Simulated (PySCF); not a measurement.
PySCF 2.14 output of an unrestricted B3LYP calculation on a single atom or ion in ANO-RCC-VTZP, with scalar relativity by spin-free X2C-1e:

```
SCF conv_tol = 1e-09
number electrons alpha = 22  beta = 19
    P. J. Stephens, F. J. Devlin, C. F. Chabalowski, and M. J. Frisch.,  J. Phys. Chem. 98, 11623 (1994)
cycle= 1 E= -3819.27678522467  delta_E= -0.0121  |g|= 0.0286  |ddm|= 0.183
cycle= 2 E= -3819.27703058911  delta_E= -0.000245  |g|= 0.0109  |ddm|= 0.0383
cycle= 3 E= -3819.27707510968  delta_E= -4.45e-05  |g|= 0.00644  |ddm|= 0.0151
cycle= 4 E= -3819.27708677994  delta_E= -1.17e-05  |g|= 0.000328  |ddm|= 0.00425
cycle= 5 E= -3819.27708687142  delta_E= -9.15e-08  |g|= 2.69e-05  |ddm|= 0.000784
cycle= 6 E= -3819.27708687194  delta_E= -5.16e-10  |g|= 3.11e-06  |ddm|= 5.2e-05
converged SCF energy = -3819.27708687194  <S^2> = 3.755342  2S+1 = 4.0026701
```

The run itself started from symmetry-adapted Hartree-Fock orbitals and held the occupation by maximum overlap, on a logarithmic radial grid, so the iterations belong to that start.

**Question.** Which element, charge and spin multiplicity is this?

**Answer.** Nb (niobium, neutral), multiplicity 4; the state was [Kr] 4d3 5s2, high-spin 4F determinant (an excited configuration).
